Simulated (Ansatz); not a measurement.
Geometry optimisation, RKS CAM-B3LYP-D4/6-31G* in Ansatz.

input.yaml

```yaml
crystal:
  periodic: [false, false, false]
  atoms:
    - { symbol: B, position_ang: [-0.019014, 0.589735, -0.309236] }
    - { symbol: H, position_ang: [-0.351613, -0.280948, 1.903258] }
    - { symbol: Cl, position_ang: [1.47084, -0.365476, -0.609877] }
    - { symbol: "N", position_ang: [-1.24203, 0.103728, -0.761105] }
    - { symbol: H, position_ang: [-1.342454, -0.775577, -1.241219] }
    - { symbol: H, position_ang: [-2.099196, 0.61368, -0.609975] }
    - { symbol: O, position_ang: [0.0634, 1.807891, 0.34042] }
    - { symbol: H, position_ang: [0.976655, 2.040004, 0.550571] }
    - { symbol: H, position_ang: [-0.198089, 0.397562, 2.035162] }
basis:
  gaussian: { orbitals: "6-31G*" }
hamiltonian:
  xc: cam_b3lyp
  dispersion: d4
relax:
  f_tol: 0.03
  max_steps: 50
```

Launched with:

```bash
$ ansatz run input.yaml --threads 2 --pin off --max-ram 3072MiB --backend cpu --events-out ev --progress --plain --runs-dir out
```

Where does it end, and by what steps?

The forces met the threshold. The force dipped under the threshold on the way, but the program's further checks kept it going. After 20 steps the energy has fallen by 0.227 eV; H2 moved furthest, 1.50 Å.

```csv
step,energy less start (eV),largest force component (eV/Å),accepted
0,0.0000,1.538,yes
1,-0.1395,0.375,yes
2,-0.1841,0.225,yes
3,-0.1995,0.144,yes
4,-0.2032,0.100,yes
5,-0.2029,0.284,no
6,-0.2039,0.079,yes
7,-0.2061,0.032,yes
8,-0.1934,0.896,no
9,-0.2087,0.019,yes
10,-0.2105,0.150,yes
11,-0.2114,0.363,yes
12,-0.2156,0.167,yes
13,-0.2191,0.028,yes
14,-0.2211,0.153,yes
15,-0.2218,0.181,yes
16,-0.2253,0.020,yes
17,-0.2261,0.049,yes
18,-0.2265,0.132,yes
19,-0.2271,0.075,yes
20,-0.2275,0.015,yes
```

```xyz
9
Properties=species:S:1:pos:R:3
B -0.013 0.558 -0.632
H -0.270 0.072 3.356
Cl 1.507 -0.076 -1.352
N -1.237 0.136 -1.146
H -1.322 -0.515 -1.909
H -2.109 0.471 -0.766
O 0.044 1.438 0.405
H 0.948 1.655 0.662
H -0.290 0.390 2.681
```

Whether the end is a true minimum wasn't checked by a vibrational analysis.

Run time: 44 s on 2 threads of Arm Neoverse V1, on a shared host, peak memory 0.2 GiB.
